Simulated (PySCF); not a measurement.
# Electron correlation in Nb(2+) (niobium, charge +2)

[Kr] 4d2 5p1, one real determinant (an excited configuration). Calculation: PySCF 2.14, in def2-TZVPPD with the def2 core potential (28 electrons) (6s4p3d2f1g, 56 functions); scalar relativity through the core potential. Frozen: 4s2 4p6; 3 electrons correlated.

| level | correlation energy (mhartree) |
| --- | --- |
| CCSD | -15.01 |
| (T) | -0.49 |
| CCSD(T) | -15.50 |

Diagnostics: T1 = 0.015, D1 = 0.0338, largest double amplitude 0.163.

The real determinant used has ⟨L²⟩ near 14 against 20 for a pure G term, so it mixes terms. A double-excitation amplitude exceeds 0.15, a sign of near-degeneracy.

Cost of the coupled-cluster step: about 2.1 core-seconds, for 3 correlated electrons.

The reference is one real determinant that mixes LS terms of this configuration.
